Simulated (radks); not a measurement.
Results of a calculation; reference values are marked as such.
All-electron atom: neutral beryllium in [He] 2s1 3s1 (not the ground configuration).

Level of theory: scalar-relativistic Kohn-Sham, r2SCAN, spin-unpolarised, spherical densities, finite nucleus; meta-GGA in the generalised Kohn-Sham scheme; Fermi nuclear charge, rms radius 2.519 fm (a radial shooting solver on a logarithmic mesh with Libxc functionals).

Energy parts (hartree):
total: -14.39706
kinetic: 14.34305
electron-nucleus: -32.48538
Hartree: 6.32654
exchange-correlation: -2.58127

Orbitals (lengths in bohr, moments of r in powers of bohr; r(90%) holds 90 % of the orbital's charge):
orbital  occ.  eigenvalue (hartree)   <r^4>     <r>  r(90%)   <r^2>
1s          2              -4.26166  0.1509  0.4173   0.751  0.2369
2s          1              -0.35714   77.91   2.351    3.65   6.540
3s          1              -0.05844    6700   7.755    11.2   67.48

The highest occupied level is 3s at -1.590 eV. The electron density at the nucleus is 35.58 e/bohr^3 (large components only).
